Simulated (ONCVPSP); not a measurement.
**Configuration tests for platinum (Pt) (ONCV)**

- Element: Pt (Z = 78)
- Generator: ONCVPSP 4.0.1
- Type: optimised norm-conserving Vanderbilt (ONCV)
- Functional: LDA (Perdew-Wang 92)
- Relativity: scalar-relativistic
- Frozen core: [Kr] 4d10 4f14
- Valence charge: 18
- Reference configuration: 5s2 5p6 5d8 6s2
- Partial waves: 5s+6s: rc 1.45 bohr, ncon 4, nbas 8, qcut 8.4 1/bohr, 2 projectors; 5p: rc 1.80 bohr, ncon 5, nbas 10, qcut 8.1 1/bohr, 2 projectors, debl 0.7 Ha; 5d: rc 2.30 bohr, ncon 5, nbas 9, qcut 6.3 1/bohr, 2 projectors, debl 2.1 Ha
- Local potential: polynomial inside 1.40 bohr (lpopt 2, dvloc0 4 Ha)
- Core correction: Teter function fitted to the true core (icmod 2), fcfact 0.55

In the p channel the program set the typed energies aside and used -2.162, 0.250 Ha.

Energies are relative to the spin-unpolarised reference configuration 5s2 5p6 5d8 6s2; without spin polarisation the order of configurations can differ from experiment.

```
valence configuration  charge  ΔE all-electron (eV)  error AE − PS (meV)
      5s2 5p6 5d9 6s0      +1                 8.600                  0.0
      5s2 5p6 5d8 6s0      +2                28.860                  -11
```

(1) What are ΔE and the potential's error for 5s2 5p6 5d9 6s1?

(2) What are ΔE and the potential's error for 5s2 5p6 5d7 6s0?

Levels in the configuration 5s2 5p6 5d9 6s1:

```csv
level,all-electron (eV),pseudo (eV)
5s,-102.202,-102.251
5p,-56.286,-56.308
5d,-6.375,-6.379
6s,-5.962,-5.959
```

Note: ghosts flagged at negative energy: s at -545.7 eV; no localised positive-energy state flagged. A true bound ghost makes a file unfit for plane-wave use.

Results:

(1) ΔE = -0.937 eV all-electron; the error (AE − PS) is +0.8 meV.

(2) ΔE = 61.374 eV all-electron; the error (AE − PS) is -18 meV.
